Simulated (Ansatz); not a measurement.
`C[Si](F)(Cl)[GeH3]` + H₂ → `C[SiH](Cl)[GeH3]` + H–F at 600 K and 1 bar (hydrogenolysis of the Si–F bond).

Isolated molecules relaxed with PBE0-D4/def2-TZVP in Ansatz; ΔE leaves out vibrations. CBS: MP2 limit from def2 TZ/QZ plus the TZ coupled-cluster correction, frozen cores. This one scheme is used for every species. For Ge outer-core shells are correlated without core-valence functions, which leaves a few kJ/mol of doubt a bond. Scalar relativity is left out up to krypton.

```tsv
species	CCSD(T)/CBS energy (Eh)	H − E (kJ/mol)	S (J/(mol·K))
`C[Si](F)(Cl)[GeH3]`	-2966.56047	244.7	501.6
H₂	-1.17544	43.9	150.8
`C[SiH](Cl)[GeH3]`	-2867.29429	253.6	475.1
H–F	-100.39570	42.3	194.0
```

H − E and S are ideal-gas, rigid-rotor, harmonic terms from PBE0-D4/def2-TZVP, for one conformer and one mirror image of each species. For small species the MP2-based limit differs from directly extrapolated CCSD(T) by up to some mEh (0.8 for H₂); such offsets cancel only in part. 1 Eh = 2625.50 kJ/mol, R = 8.31446 J/(mol·K).

Question: By hand: ΔE, ΔH, ΔS and ΔG.

Answer: ΔE = (-2867.29429) + (-100.39570) − (-2966.56047) − (-1.17544) = 0.04592 Eh = 120.6 kJ/mol. Δ(H − E) = 253.6 + 42.3 − 244.7 − 43.9 = 7.3, so ΔH = 127.9 kJ/mol. ΔS = 475.1 + 194.0 − 501.6 − 150.8 = 16.7 J/(mol·K). ΔG = 127.9 − 600 × (16.7)/1000 = 117.9 kJ/mol.

Question: By hand: the equilibrium constant, and the temperature at which ΔG would vanish if ΔH and ΔS stayed fixed.

Answer: log₁₀ K = −ΔG/(RT ln 10) = -10.3. ΔG = 0 at ΔH/ΔS = 7659 K, far beyond where these terms or the molecules hold.

ΔH outweighs TΔS. A doubt of 5 kJ/mol in ΔE shifts log₁₀ K by 0.4 here. Other conformers and mirror images would add mixing entropy, several J/(mol·K) or more a flexible species. These are equilibria of isolated gas molecules and say nothing of rates. Largest T1 diagnostic: 0.011 (customary marks: 0.02 for closed shells, 0.045 for open ones).
